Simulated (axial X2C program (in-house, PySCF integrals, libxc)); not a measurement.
## AuH⁻: from the spin-free to the two-component result

All values were computed with an in-house relativistic program for diatomic molecules. Spin-free means the one-electron spin-free X2C Hamiltonian; two-component (2c) means X2C with spin–orbit coupling and atomic mean-field two-electron Coulomb and Gaunt terms, so the difference of the two also holds small scalar two-electron terms. Basis: Au dyall-acv3z [14s15p10d6f4g], H dyall-av3z [7s3p2d] (cores contracted in-house); Gaussian nuclei, density fitting, unrestricted open shells. Masses: Au 196.967 u, H 1.008 u.

Spin-free state: M_S = 1/2, Λ = 0 (beyond evenly filled blocks: σα); fragments Au- + H.

```tsv
level	Re (Å)	ωe (cm⁻¹)	De (eV)	μ (D)
PBE0	1.623	1762.8	1.717	1.42
HF	1.659	1640.3	1.357	1.84
MP2	1.599	1895.7	1.444	n/a
CCSD	1.634	1726.0	1.602	n/a
CCSD(T)	1.634	1727.9	1.552	n/a
B3LYP	1.633	1699.0	1.659	1.27
```

Correlated methods: 13 electrons correlated (number of frozen shells: Au 5 s, 4 p, 2 d, 1 f; H none), 255 virtual spin orbitals or spinors in MP2, 90 natural virtuals in coupled cluster.

Dipoles are positive if H is the positive end and refer to the centre of mass.

Two-component determinant lowest at the distance of the search:

Ω = 1/2 (⟨Sz⟩ = 0.49, ⟨Lz⟩ = 0.01 at HF); fragments Au- + H.

```csv
level,Re (Å),ωe (cm⁻¹),De (eV),μ (D)
PBE0,1.617,1782.9,1.763,1.39
HF,1.652,1662.2,1.398,1.77
MP2,1.594,1914.8,1.486,n/a
CCSD,1.627,1741.7,1.639,n/a
CCSD(T),1.628,1743.1,1.588,n/a
B3LYP,1.628,1720.2,1.704,1.24
```

(1) From the two tables, how do the constants change at the CCSD(T) level (2c against spin-free)?

Occupations by symmetry block were frozen at the best pattern of an incomplete PBE0 search. De is counted from the lowest determinant-based energies of the atoms at the same level, without counterpoise correction. Density functionals use the spin component along the axis (collinear). Coupled cluster ran in a truncated set of natural virtual spinors; the MP2 energy of the rest was added. (T) has no such correction and the atoms are truncated less, which lowers De at CCSD(T) by a hundredth of an eV or more. The highest occupied level of some functionals is positive through self-interaction error; at Hartree–Fock it is bound. Hartree–Fock gets electron affinities wrong, so its lowest charge split need not be the true one.

Results:

(1) At the CCSD(T) level Re falls by 0.006 Å and ωe rises by 15.2 cm⁻¹; De changes by 0.036 eV.
